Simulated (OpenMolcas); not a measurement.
Ni5+, Pd5+, Pt5+: d5 down the group

| Property | Result |
| --- | --- |
| Program | OpenMolcas |
| Method | XMS-CASPT2, IPEA 0.25 Eh, imaginary shift 0.1 Eh |
| Basis | ANO-RCC-VTZP |
| Scalar Hamiltonian | DKH2, point nucleus |
| Spin-orbit coupling | RASSI with atomic mean-field integrals over the reference wave functions, term energies averaged over their components |

Active space for each ion: 5 electrons in 5 orbitals (d); closed shells correlated by CASPT2: Ni5+ 3s 3p; Pd5+ 4s 4p; Pt5+ 5s 5p.

Computed levels in cm-1 above 6S 5/2:

```csv
Level,Ni5+,Pd5+,Pt5+
4G 7/2,43320,28530,25070
4G 11/2,43350,28730,26820
4G 9/2,43370,28880,28220
4P 1/2,47720,32090,29910
4D 7/2,51890,33970,34170
4D 1/2,52110,35530,39560
2I 11/2,63380,41790,39930
2I 13/2,63580,42920,44210
2F 7/2(1),69650,49240,56830
weight of 6S in the lowest level (%),100,98,79
```

Mixed levels, with the weight of the term that names them: Pd5+ 4P 1/2 (73 %), Pd5+ 4D 1/2 (73 %), Pd5+ 2F 7/2(1) (57 %), Pt5+ 4G 7/2 (58 %), Pt5+ 4G 11/2 (73 %), Pt5+ 4P 1/2 (61 %), Pt5+ 4D 7/2 (58 %), Pt5+ 4D 1/2 (68 %), Pt5+ 2I 11/2 (69 %), Pt5+ 2F 7/2(1) (58 %).

Measured, with the error of the calculation in %. Measured levels: Ni5+ from Corliss and Sugar, J. Phys. Chem. Ref. Data 10, 197 (1981).

```csv
Level,Ni5+
4G 11/2,41921 (+3.4)
4P 1/2,46325 (+3.0)
4D 7/2,50331 (+3.1)
2I 11/2,61196 (+3.6)
2I 13/2,61280 (+3.8)
2F 7/2(1),67085 (+3.8)
```

Without spin-orbit coupling 4G lies 43330, 28650, 26070 cm-1 above 6S in that order; the difference to the level 4G 7/2, of either sign, comes from spin-orbit coupling, which also lowers the zero.

Term energies are means over components that CASPT2 splits; among the terms shown or strongly mixed into the levels shown the widest spread is 1600 cm-1 (4d5 4G, Pd5+). The CASPT2 spread within a term exceeds the gap to the next term for 4d5 4F and 4d5 2F(1), so the order of their levels is uncertain, and so are names and mixing where such terms share a J (figures for Pd5+; the like holds for Pt5+). Measured partners are found by configuration, term and J. A level has none where our copy of the source lacks it or the pairing is in doubt (some pairs that miss far off the trend of their configuration count as doubtful), and it then counts in no deviation. Levels of configurations outside the active space are missing.

A number in round brackets counts repeated terms of one configuration in the order of the reference energies.
